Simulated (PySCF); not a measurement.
Molfile (atoms numbered from 1):
```
C2H7BO4Si
     RDKit          3D

 15 14  0  0  0  0  0  0  0  0999 V2000
    2.8496   -0.1955   -0.2969 C   0  0  0  0  0  0  0  0  0  0  0  0
    1.3519   -0.2091   -0.3433 C   0  0  0  0  0  0  0  0  0  0  0  0
    0.7168   -0.9811   -1.0338 O   0  0  0  0  0  0  0  0  0  0  0  0
    0.8088    0.7036    0.4392 O   0  0  0  0  0  0  0  0  0  0  0  0
   -0.8661    1.1423    0.6102 Si  0  0  0  0  0  4  0  0  0  0  0  0
   -2.1994   -0.2976    0.0532 B   0  0  0  0  0  0  0  0  0  0  0  0
   -3.4692   -0.0723    0.4848 O   0  0  0  0  0  0  0  0  0  0  0  0
   -1.9024   -1.3679   -0.7006 O   0  0  0  0  0  0  0  0  0  0  0  0
    3.2152    0.7892   -0.6234 H   0  0  0  0  0  0  0  0  0  0  0  0
    3.2553   -0.9836   -0.9400 H   0  0  0  0  0  0  0  0  0  0  0  0
    3.1862   -0.3345    0.7406 H   0  0  0  0  0  0  0  0  0  0  0  0
   -0.9470    1.5176    2.0503 H   0  0  0  0  0  0  0  0  0  0  0  0
   -0.9984    2.3954   -0.1957 H   0  0  0  0  0  0  0  0  0  0  0  0
   -4.0688   -0.7610    0.1673 H   0  0  0  0  0  0  0  0  0  0  0  0
   -0.9507   -1.3686   -0.9444 H   0  0  0  0  0  0  0  0  0  0  0  0
  1  2  1  0
  2  3  2  0
  2  4  1  0
  4  5  1  0
  5  6  1  0
  6  7  1  0
  6  8  1  0
  1  9  1  0
  1 10  1  0
  1 11  1  0
  5 12  1  0
  5 13  1  0
  7 14  1  0
  8 15  1  0
M  END
```

Geometry: PBE0-D3(BJ)/def2-SVP; GIAO shifts from PySCF 2.14.0 with density-fitted response routines, gas phase, non-relativistic, averaged over equivalent atoms.

At PBE0/pcSseg-1 (178 basis functions, 24 s wall time on 1 thread of an Arm Neoverse V2, shared host):
```tsv
atoms	δ (ppm)
C2	180.1
C1	24.0
O3	422.2
O4	197.8
O7/O8	162.2
Si5	-18.6
B6	28.6
H14/H15	7.11
H12/H13	4.98
H9/H10/H11	2.10
```

Chemical shifts δ = σref − σ; ¹³C (σ = 184.41 ppm), ²⁹Si (σ = 351.99 ppm), ¹H (σ = 31.27 ppm) vs TMS; ¹⁷O (σ = 334.56 ppm) against H2O; ¹¹B (σ = 100.73 ppm) vs BF3·OEt2, all at this level.

Problem. What do these become at KT3/pcSseg-1?

Solution. 
```
     atoms  δ at KT3/pcSseg-1  change
        C2              165.8   -14.3
        C1               22.5    -1.5
        O3              395.9   -26.3
        O4              193.4    -4.4
     O7/O8              158.1    -4.1
       Si5              -21.8    -3.2
        B6               24.4    -4.2
   H14/H15               6.88   -0.23
   H12/H13               4.88   -0.10
H9/H10/H11               2.05   -0.05
```

Shifts are taken against calculated references (same method and geometry level): TMS for ¹³C (σref 182.31), ²⁹Si (σref 365.51), ¹H (σref 31.32); H2O for ¹⁷O (σref 329.03); ¹¹B (σref 100.51) vs BF3·OEt2.

The largest change is at O3 (carbonyl oxygen). Cost: 178 basis functions, 31 s wall time on 1 thread of an Arm Neoverse V2, shared host.

Unscaled 17O shifts of doubly bonded oxygen tend to come out too high, by tens of ppm or more. Experimental scales use liquid or dissolved standards, which lie at an offset from isolated H2O (liquid H2O: subtract about 36 ppm).
